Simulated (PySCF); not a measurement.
A GIAO shielding run with PySCF 2.14.0 with density-fitted response routines (density fitting, non-relativistic, gas phase) on SMILES c1cc([O-])c(C#C)c(Cl)c1, [C8H4ClO]-:

```
$ OMP_NUM_THREADS=1 python probes_run.py task.json out

{"job": {"kind": "nmr", "xc": "PBE0", "basis": "pcSseg-1"}, "charge": -1, "multiplicity": 1}
C      3.297929     0.307670    -0.121774
C      2.102089     0.178328    -0.086035
C      0.704019     0.031793    -0.036652
C      0.132407    -1.308095    -0.047359
O      0.829160    -2.342596    -0.104470
C     -1.299784    -1.338916     0.015108
C     -2.070653    -0.210628     0.079504
C     -1.500089     1.061672     0.086707
C     -0.123736     1.136349     0.028053
Cl     0.605302     2.738113     0.039699
H      4.342592     0.404042    -0.152575
H     -1.764401    -2.317559     0.011856
H     -3.151869    -0.295815     0.127657
H     -2.103644     1.955170     0.138117
```

Hardware: 1 thread of an Arm Neoverse V2, shared host. The job also computes population analyses, field gradients, ring-centre shieldings.

(1) How large is the calculation?

(2) How long does it take, and how much memory does it need?

Answers

(1) 78 electrons, 197 basis functions and 1038 auxiliary functions.

(2) 37 s of wall time, with 16 SCF cycles and 5 response iterations; peak memory 0.91 GiB. Times on a shared host scatter by some tens of per cent.
